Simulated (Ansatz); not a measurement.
The molecule NaF+, multiplicity 2 (lowest of 2S+1 = 2, 4 at CCSD(T)/def2-TZVPP on PBE0 minima; our sources give no spin for the ground state, which may be another).

Constants: fifth-degree fit in 1/R to seven points, most abundant isotopes. Runs in def2 and cc sets follow the lowest solution found near the PBE0 minimum.

Correlated levels freeze the inner cores; with def2 sets outer-core shells near the valence are correlated too.

Codes used: Ansatz (a quantum-chemistry and plane-wave program) with Gaussian orbitals. Each number belongs to the level named beside it.

Energies at CCSD/def2-TZVPP:

```json
[
 {"R (Å)": "2.317526", "E (hartree)": "-261.46036810"},
 {"R (Å)": "2.379825", "E (hartree)": "-261.46075532"},
 {"R (Å)": "2.437140", "E (hartree)": "-261.46095192"},
 {"R (Å)": "2.501931", "E (hartree)": "-261.46103980"},
 {"R (Å)": "2.566722", "E (hartree)": "-261.46102413"},
 {"R (Å)": "2.641481", "E (hartree)": "-261.46091566"},
 {"R (Å)": "2.728700", "E (hartree)": "-261.46070710"}
]
```

Problem. With a reduced mass of 10.4022 u, find the minimum, the force constant and the constants.

Solution. A fifth-degree polynomial in 1/R puts the minimum at r_e = 2.5221 Å with force constant 9.60 N/m. Then ω_e = (1/2πc)√(k/μ) = 125 cm⁻¹ and B_e = h/(8π²cμr_e²) = 0.2548 cm⁻¹; the cubic and quartic terms give α_e = 0.010 and ω_e x_e = 3.8 cm⁻¹.
